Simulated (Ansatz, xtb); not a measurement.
# Two structures of C3H11NSn

Structure X is a singlet given by its coordinates and structure Y is a singlet given by its coordinates. Both are isolated molecules in the gas phase, relaxed with B3LYP-D3(BJ)/def2-SVP.

X (Å):

```yaml
atoms:
  - { symbol: C, position_ang: [-2.9347, 0.4289, -1.3972] }
  - { symbol: C, position_ang: [-1.8913, -0.3848, -0.6258] }
  - { symbol: C, position_ang: [-1.4519, 0.2511, 0.6940] }
  - { symbol: N, position_ang: [1.6417, -0.2348, 0.1499] }
  - { symbol: Sn, position_ang: [0.0478, -0.9790, 1.8509] }
  - { symbol: H, position_ang: [-2.5525, 1.4349, -1.6403] }
  - { symbol: H, position_ang: [-3.2244, -0.0594, -2.3432] }
  - { symbol: H, position_ang: [-3.8486, 0.5647, -0.7952] }
  - { symbol: H, position_ang: [-2.2896, -1.3985, -0.4362] }
  - { symbol: H, position_ang: [-1.0120, -0.5417, -1.2822] }
  - { symbol: H, position_ang: [-2.3251, 0.3901, 1.3580] }
  - { symbol: H, position_ang: [-1.0398, 1.2628, 0.5248] }
  - { symbol: H, position_ang: [0.6439, 0.4518, 2.7712] }
  - { symbol: H, position_ang: [1.4237, 0.7362, -0.0811] }
  - { symbol: H, position_ang: [1.5832, -0.7819, -0.7103] }
  - { symbol: H, position_ang: [2.6075, -0.2702, 0.4796] }
```

Close contacts (Å): C1–C2 1.53, C2–C3 1.53, C3–Sn5 2.26, N4–Sn5 2.45, C1–H6 1.10, C1–H7 1.10, C1–H8 1.10, C2–H9 1.11, C2–H10 1.11, C3–H11 1.11, C3–H12 1.11, N4–H14 1.02, N4–H15 1.02, N4–H16 1.02, Sn5–H13 1.80.

Y (Å):

```json
{"atom": "C", "x (Å)": "-0.2614", "y (Å)": "0.1859", "z (Å)": "2.0250"}
{"atom": "C", "x (Å)": "0.2347", "y (Å)": "0.4534", "z (Å)": "0.5997"}
{"atom": "C", "x (Å)": "0.7579", "y (Å)": "-0.7883", "z (Å)": "-0.1216"}
{"atom": "N", "x (Å)": "0.0943", "y (Å)": "1.2127", "z (Å)": "-2.6512"}
{"atom": "Sn", "x (Å)": "1.7372", "y (Å)": "-0.5221", "z (Å)": "-2.1408"}
{"atom": "H", "x (Å)": "-1.0737", "y (Å)": "-0.5601", "z (Å)": "2.0285"}
{"atom": "H", "x (Å)": "0.5524", "y (Å)": "-0.2128", "z (Å)": "2.6531"}
{"atom": "H", "x (Å)": "-0.6418", "y (Å)": "1.1016", "z (Å)": "2.5092"}
{"atom": "H", "x (Å)": "-0.6042", "y (Å)": "0.8991", "z (Å)": "0.0281"}
{"atom": "H", "x (Å)": "1.0246", "y (Å)": "1.2257", "z (Å)": "0.6283"}
{"atom": "H", "x (Å)": "1.5528", "y (Å)": "-1.2617", "z (Å)": "0.4859"}
{"atom": "H", "x (Å)": "-0.0399", "y (Å)": "-1.5471", "z (Å)": "-0.2141"}
{"atom": "H", "x (Å)": "2.7043", "y (Å)": "0.8833", "z (Å)": "-1.5526"}
{"atom": "H", "x (Å)": "0.4566", "y (Å)": "1.8554", "z (Å)": "-3.3569"}
{"atom": "H", "x (Å)": "-0.0787", "y (Å)": "1.7464", "z (Å)": "-1.7971"}
{"atom": "H", "x (Å)": "-0.8012", "y (Å)": "0.8526", "z (Å)": "-2.9846"}
```

Close contacts (Å): C1–C2 1.53, C2–C3 1.53, C3–Sn5 2.26, N4–Sn5 2.44, C1–H6 1.10, C1–H7 1.10, C1–H8 1.10, C2–H9 1.11, C2–H10 1.11, C3–H11 1.11, C3–H12 1.10, N4–H14 1.02, N4–H15 1.02, N4–H16 1.02, Sn5–H13 1.80.

Problem. Which of the two would you expect CCSD(T)/def2-SVP + ΔMP2/def2-TZVPP electronic energies to favour?

Solution. Too close to call at this level: CCSD(T)/def2-SVP + ΔMP2/def2-TZVPP gives E(Y) − E(X) = −0.007 eV.

Level by level:

```
                             level               geometry  E(Y) − E(X) (eV)  departure from the last row (eV)  job, with rough time for the two
             B3LYP-D3(BJ)/def2-SVP  B3LYP-D3(BJ)/def2-SVP              −0.013                            −0.006             optimisation, 2.2 min
                       HF/def2-SVP  B3LYP-D3(BJ)/def2-SVP              +0.020                            +0.026           part of the CCSD(T) run
                      MP2/def2-SVP  B3LYP-D3(BJ)/def2-SVP              −0.003                            +0.004           part of the CCSD(T) run
                  CCSD(T)/def2-SVP  B3LYP-D3(BJ)/def2-SVP              −0.002                            +0.005                      single point
CCSD(T)/def2-SVP + ΔMP2/def2-TZVPP  B3LYP-D3(BJ)/def2-SVP              −0.007                                               single point, 2.5 min
```

The largest departure from CCSD(T)/def2-SVP + ΔMP2/def2-TZVPP is that of HF/def2-SVP, 0.026 eV. Levels run at GFN2-xTB geometries aren't shown. The last row adds to CCSD(T) the change of the MP2 difference between the two basis sets, here −0.005 eV.

With harmonic frequencies from B3LYP-D3(BJ)/def2-SVP (ideal gas, rigid rotor, one conformer each, 298.15 K, 1 atm): on the last row, ΔE + ΔZPE = +0.001 eV. A mode under 50 cm⁻¹ makes harmonic enthalpies and free energies unreliable, so none is given.

The correlated steps freeze 8 core orbitals; the filled d shell of Sn is correlated, in a basis made for valence electrons. Atoms past krypton carry core potentials in the def2 sets and no spin–orbit term is included. Programs: Ansatz 0.2.0; the last row on 2 threads of Arm Neoverse V1 on a shared host.
